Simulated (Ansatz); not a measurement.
`[SiH3][O][In]([Cl])[O][SiH3]`. The species carries charge 0 and has multiplicity 1. Correlated methods include outer-core shells of In, which these sets cover unevenly. In: def2 effective core potential.

```xyz
12

Si    1.829    0.621    1.071
O     1.610    0.922   -0.523
In    0.260    0.462   -1.862
Cl    0.568    1.007   -4.057
O    -1.357   -0.475   -1.286
Si   -2.000   -0.924    0.151
H     1.291   -0.720    1.440
H     3.284    0.654    1.365
H     1.137    1.643    1.903
H    -1.664    0.061    1.219
H    -3.477   -0.996    0.009
H    -1.482   -2.255    0.569
```

(1) Give the diagnostics of a CCSD(T)/def2-TZVPP run (frozen core, Ansatz 0.2.0). (Best estimate.)

Results:

(1) Ansatz gave: T1 = 0.0147, largest single amplitude 0.038, largest double 0.030, (T) share of the correlation energy 3.5 %, 10 CCSD cycles. The RHF solution is stable towards an unrestricted one. T1 lies under the customary mark of 0.02 for closed shells.
